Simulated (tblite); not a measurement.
Run record: molecular-dynamics run, `C[C@H]1COB(O)O1`.

Computed with GFN2-xTB (tblite), gas phase: Langevin dynamics at 200 K from the optimised GFN2-xTB geometry, time step 0.5 fs, friction 0.01 fs⁻¹, 2000 steps. The input is one job of a driver script: a line of settings, then coordinates in Å. «temperature» is in K, «steps» counts time steps and «every» is the stride of the printed frames; «frames» go on to single points.

Command:
```bash
OMP_NUM_THREADS=1 python probes_run.py task.json out
```

Input:
```
{"job": {"kind": "md", "xc": "GFN2-xTB", "basis": "xTB", "temperature": 200, "steps": 2000, "every": 50, "frames": 5}, "charge": 0, "multiplicity": 1}
C     -1.721425    -0.628143     0.331092
C     -0.693220     0.423175    -0.069228
C      0.437090     0.597703     0.982049
O      1.630691     0.257680     0.311709
B      1.317189    -0.068537    -0.996011
O      2.220500    -0.440227    -1.916370
O     -0.020067     0.033689    -1.254814
H     -1.227367    -1.577680     0.522555
H     -2.248865    -0.306238     1.225255
H     -2.436255    -0.765710    -0.475168
H     -1.195687     1.377453    -0.271659
H      0.513910     1.627351     1.343417
H      0.303608    -0.075791     1.834344
H      3.119221    -0.455198    -1.589338
```

**Question.** What does the run print? One trajectory will do; the random numbers aren't given.

**Answer.** 
```
t/fs     T/K      E/eV
    0.0   154.9   -640.96775
   25.0    97.3   -640.73526
   50.0   136.6   -640.76517
   75.0   227.2   -640.78166
  100.0   105.0   -640.59281
  125.0   157.0   -640.71267
  150.0   176.0   -640.73117
  175.0   100.2   -640.67201
  200.0   125.3   -640.74316
  225.0   187.5   -640.79710
  250.0   169.6   -640.75519
  275.0   123.7   -640.71622
  300.0   123.0   -640.74577
  325.0   148.0   -640.67150
  350.0   164.4   -640.67960
  375.0   156.8   -640.63116
  400.0   193.0   -640.71738
  425.0   189.4   -640.69244
  450.0   207.7   -640.71860
  475.0   182.0   -640.69298
  500.0   149.3   -640.68538
  525.0   142.6   -640.68936
  550.0   146.7   -640.68132
  575.0   134.0   -640.57039
  600.0   189.4   -640.64924
  625.0   181.2   -640.62518
  650.0   185.9   -640.66456
  675.0   171.4   -640.67462
  700.0   126.2   -640.66947
  725.0   192.7   -640.75448
  750.0   148.5   -640.56326
  775.0   161.8   -640.69618
  800.0   232.4   -640.71550
  825.0   163.5   -640.74903
  850.0   170.9   -640.69947
  875.0   116.7   -640.66758
  900.0   175.2   -640.54623
  925.0   202.6   -640.59167
  950.0   223.8   -640.68784
  975.0   190.8   -640.64093
 1000.0   150.7   -640.58250
```

E is the potential energy; T comes from the kinetic energy over all 3N coordinates.

**Question.** Sum up the printed frames.

**Answer.** 41 frames over 1000 fs. T runs from 97 K (25 fs) to 232 K (800 fs), with a mean of 163 K over all frames and 169 K from 500 fs on. E starts at -640.968 eV, peaks 0.422 eV above that at 900 fs, and averages 0.310 eV above it from 500 fs on.

**Question.** Give the last frame.

**Answer.** 0.12 Å rms from the start after alignment:
```
atom  x, y, z in Å
C1     -1.624   -0.229    0.785
C2     -0.262    0.347    0.508
C3      0.927   -0.015    1.551
O4      1.982   -0.537    0.757
B5      1.563   -0.595   -0.557
O6      2.374   -1.021   -1.524
O7      0.323   -0.113   -0.706
H8     -1.551   -1.312    0.882
H9     -1.939    0.260    1.687
H10    -2.265   -0.079   -0.018
H11    -0.445    1.438    0.572
H12     1.266    0.899    2.023
H13     0.606   -0.841    2.215
H14     3.158   -1.450   -1.257
```

Time: 8.7 s of wall time; peak memory 0.18 GiB. Hardware: Arm Neoverse V1, one thread (shared host).
